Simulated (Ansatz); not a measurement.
Born–Oppenheimer molecular dynamics of ClF4Ta (6 atoms, charge 0, multiplicity 1). It goes on from the last frame of an earlier run, with new velocities.

All numbers below come from RKS B3LYP/def2-SVP in Ansatz 0.2.0.

| Quantity | Value |
| --- | --- |
| ensemble | NVE (velocity Verlet) |
| time step | 1 fs |
| steps asked | 166 |
| starting velocities drawn for | 400 K |
| seed | 959553 |

First frame:

```xyz
6
Properties=species:S:1:pos:R:3
Ta -0.063 -0.147 -0.211
F 1.789 -0.022 0.262
F -0.548 -0.386 1.591
Cl 0.618 0.556 -2.300
F -1.102 1.324 -0.052
F -0.882 -1.805 -0.584
```

Question: What does the run give?

Answer: All steps were run.

```yaml
steps_done: 166
time_covered: 166 fs
mean_temperature_over_the_second_half: 463 K
spread_of_the_potential_energy_over_the_second_half: 8.4 meV per atom
mean_potential_energy_of_the_second_half_above_the_start: -5.4 meV per atom
```

The conserved energy stayed within 0.062 meV per atom of its start (net change 0.017 meV per atom), so the integration is sound. A run of 0.17 ps of so small a system gives no equilibrium averages.

Question: What happens to the structure?

Answer: The same pairs are bonded in the first frame and the last. Pairs count as bonded within 1.25 times the sum of covalent radii (0.12 Å more for H–H). Another seed would give other details.

Question: How do temperature and energy run in time?

Answer: 
```json
{"time (fs)": "0", "T (K)": "400", "potential energy less start (eV)": "0.000", "conserved less start (meV/atom)": "0.00"}
{"time (fs)": "8", "T (K)": "430", "potential energy less start (eV)": "-0.015", "conserved less start (meV/atom)": "0.00"}
{"time (fs)": "16", "T (K)": "623", "potential energy less start (eV)": "-0.116", "conserved less start (meV/atom)": "-0.05"}
{"time (fs)": "24", "T (K)": "552", "potential energy less start (eV)": "-0.079", "conserved less start (meV/atom)": "0.00"}
{"time (fs)": "32", "T (K)": "552", "potential energy less start (eV)": "-0.079", "conserved less start (meV/atom)": "-0.01"}
{"time (fs)": "40", "T (K)": "578", "potential energy less start (eV)": "-0.092", "conserved less start (meV/atom)": "-0.05"}
{"time (fs)": "48", "T (K)": "288", "potential energy less start (eV)": "0.058", "conserved less start (meV/atom)": "0.01"}
{"time (fs)": "56", "T (K)": "237", "potential energy less start (eV)": "0.084", "conserved less start (meV/atom)": "-0.01"}
{"time (fs)": "64", "T (K)": "308", "potential energy less start (eV)": "0.047", "conserved less start (meV/atom)": "-0.04"}
{"time (fs)": "72", "T (K)": "209", "potential energy less start (eV)": "0.099", "conserved less start (meV/atom)": "0.01"}
{"time (fs)": "80", "T (K)": "339", "potential energy less start (eV)": "0.032", "conserved less start (meV/atom)": "-0.01"}
{"time (fs)": "88", "T (K)": "493", "potential energy less start (eV)": "-0.048", "conserved less start (meV/atom)": "-0.06"}
{"time (fs)": "96", "T (K)": "325", "potential energy less start (eV)": "0.039", "conserved less start (meV/atom)": "0.02"}
{"time (fs)": "104", "T (K)": "425", "potential energy less start (eV)": "-0.013", "conserved less start (meV/atom)": "-0.01"}
{"time (fs)": "112", "T (K)": "580", "potential energy less start (eV)": "-0.093", "conserved less start (meV/atom)": "-0.04"}
{"time (fs)": "120", "T (K)": "490", "potential energy less start (eV)": "-0.047", "conserved less start (meV/atom)": "0.01"}
{"time (fs)": "128", "T (K)": "571", "potential energy less start (eV)": "-0.089", "conserved less start (meV/atom)": "-0.01"}
{"time (fs)": "136", "T (K)": "619", "potential energy less start (eV)": "-0.114", "conserved less start (meV/atom)": "-0.06"}
{"time (fs)": "144", "T (K)": "349", "potential energy less start (eV)": "0.026", "conserved less start (meV/atom)": "0.03"}
{"time (fs)": "152", "T (K)": "441", "potential energy less start (eV)": "-0.021", "conserved less start (meV/atom)": "-0.04"}
{"time (fs)": "160", "T (K)": "414", "potential energy less start (eV)": "-0.008", "conserved less start (meV/atom)": "-0.03"}
```

Run time: 8.3 min on 2 threads of Arm Neoverse V2 (shared host), peak memory 0.24 GiB.
